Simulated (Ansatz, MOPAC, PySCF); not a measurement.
Dimer: PH3 (SMILES P) (first 4 atoms) with H2Se (SMILES [SeH2]); geometry from B3LYP-D3(BJ)/def2-TZVP, rigid monomers moved along the line of their centres of mass till P1···Se5 is 3.28 Å.
(charge 0, multiplicity 1):
```xyz
7

P      0.1157     0.0762    -0.1725
H     -0.6378     1.2648    -0.0058
H      0.2060     0.2184    -1.5816
H     -1.0324    -0.7525    -0.2336
Se     0.2476     0.1187     3.1004
H     -0.0655    -0.3703     4.4537
H      0.9568    -1.1241     2.7690
```

Counterpoise-corrected where a basis set is named; no monomer relaxation.

Frozen-core correlation. Filled d and f shells under p-block atoms count as core. The state reached by PM3 isn't checked.

Codes used: Ansatz (Gaussian basis) for Hartree–Fock, density functionals and correlated methods; MOPAC for PM3 (differences of heats of formation); PySCF for the dispersion terms. 

Question: Estimate the interaction energy that PM3 returns for this input.

Answer: -1.2 kcal/mol

Ansatz is an electronic-structure program.
